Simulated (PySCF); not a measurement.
# Correlation energy of S²⁺ (sulfur, charge +2)

[Ne] 3s2 3p2, high-spin 3P determinant. Computed with PySCF 2.14 in 6-31G* (4s3p1d, 18 functions), with no relativity, point nucleus. Frozen: [Ne]; 4 electrons correlated.

MP2 pair energies summed by pair of shells (mhartree):

| pair | energy | share (%) |
| --- | --- | --- |
| 3s-3p | -31.67 | 60.5 |
| 3s-3s | -15.39 | 29.4 |
| 3p-3p | -5.27 | 10.1 |

Total MP2 correlation energy: -52.32 mhartree.

Same-spin part -7.83 and opposite-spin part -44.49 mhartree; SCS-MP2 scales them by 1/3 and 6/5 to -56.00 mhartree.

| level | correlation energy (mhartree) |
| --- | --- |
| CCSD | -73.52 |
| (T) | -0.83 |
| CCSD(T) | -74.35 |

Diagnostics: T1 = 0.0072, D1 = 0.0176, largest double amplitude 0.108.

Cost of the coupled-cluster step: 0.09 s of wall time on 1 thread of Neoverse-V1 (shared host), for 4 correlated electrons.
